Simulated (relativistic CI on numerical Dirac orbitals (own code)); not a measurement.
# Cr4+ in a cubic cluster: 1s photoemission with charge transfer

Computed with a charge-transfer multiplet model of a cubic metal-ligand cluster with up to 2 ligand holes, Slater and spin-orbit integrals from Dirac-Coulomb-Breit ions, Slater integrals scaled by 0.8. The ground state mixes d2 with configurations of k ligand holes L, whose averages lie at kΔ + k(k − 1)U_dd/2; a core hole lowers each added d electron by U_cd. 300 K, Lorentzian 1.1 eV and Gaussian 0.6 eV FWHM.

Atomic integrals in eV (Slater integrals scaled, ζ unscaled), ground: F2dd 9.377, F4dd 5.906, zeta_d 0.039; with the core hole: F2dd 10.671, F4dd 6.745, zeta_d 0.058, G2cd 0.057.

Cluster parameters (eV): Δ = 1, U_dd = 5.9, U_cd = 7, 10Dq = 0.8, 10Dq(ligand) = 1.1, final-state hopping factor = 0.8.

| Case | n_d | d2 | d3L | d4L2 | S |
| --- | --- | --- | --- | --- | --- |
| V(eg) = 2.95 eV, V(t2g) = -1.3 eV | 2.85 | 0.30 | 0.55 | 0.15 | 1.00 |
| V(eg) = 3.25 eV, V(t2g) = -1.43 eV | 2.86 | 0.30 | 0.55 | 0.16 | 1.00 |
| V(eg) = 3.85 eV, V(t2g) = -1.69 eV | 2.89 | 0.28 | 0.54 | 0.18 | 1.00 |

Weights, n_d and S are thermal averages at 300 K. Binding energies count from the first peak over 30 % of the highest in each spectrum, which can be another peak from case to case. The parameters are a model scan and need not match a compound or its usual spin state. Peaks in eV (height, largest 100):
- V(eg) = 2.95 eV, V(t2g) = -1.3 eV: 0.0 (100), 3.9 (7), 10.7 (8), 12.1 (6)
- V(eg) = 3.25 eV, V(t2g) = -1.43 eV: 0.0 (100), 4.2 (6), 11.6 (7), 12.7 (6)
- V(eg) = 3.85 eV, V(t2g) = -1.69 eV: 0.0 (100), 13.5 (6)

Curve for V(eg) = 2.95 eV, V(t2g) = -1.3 eV (points under 2 left out, the grid thinned):

| E (eV) | Intensity |
| --- | --- |
| -3.7 | 2.6 |
| -3.3 | 3.2 |
| -2.9 | 4.1 |
| -2.5 | 5.5 |
| -2.1 | 7.7 |
| -1.6 | 12.8 |
| -1.2 | 21.3 |
| -0.8 | 39.6 |
| -0.4 | 73.7 |
| 0.0 | 100.0 |
| 0.4 | 80.0 |
| 0.8 | 44.6 |
| 1.2 | 24.3 |
| 1.6 | 15.4 |
| 2.1 | 10.3 |
| 2.5 | 7.7 |
| 2.9 | 6.3 |
| 3.3 | 6.3 |
| 3.7 | 7.2 |
| 4.1 | 7.2 |
| 4.5 | 5.5 |
| 4.9 | 4.0 |
| 5.3 | 3.1 |
| 5.8 | 2.5 |
| 6.2 | 2.2 |
| 6.6 | 2.1 |
| 7.0 | 2.3 |
| 7.4 | 2.7 |
| 7.8 | 3.0 |
| 8.2 | 2.9 |
| 8.6 | 2.8 |
| 9.1 | 3.0 |
| 9.5 | 3.7 |
| 9.9 | 5.2 |
| 10.3 | 7.2 |
| 10.7 | 8.3 |
| 11.1 | 7.4 |
| 11.5 | 6.2 |
| 11.9 | 6.1 |
| 12.3 | 6.1 |
| 12.8 | 4.9 |
| 13.2 | 3.7 |
| 13.6 | 3.0 |
| 14.0 | 2.6 |
| 14.4 | 2.0 |

For the case V(eg) = 3.25 eV, V(t2g) = -1.43 eV, Δ = 1 eV is smaller than U_dd = 5.9 eV, the charge-transfer side of the Zaanen-Sawatzky-Allen scheme. With the core hole the average of the configuration with one ligand hole lies at Δ − U_cd = -6.0 eV before mixing: the effective hopping of about 5.2 eV (from the holes of the mixed ground state) is comparable with this gap or larger, so the configurations mix strongly.

With at most 2 ligand holes the space is cut while the next configuration still counts, so covalency is underestimated, and a final configuration with one more ligand hole, which can lie low, is missing from the spectra.
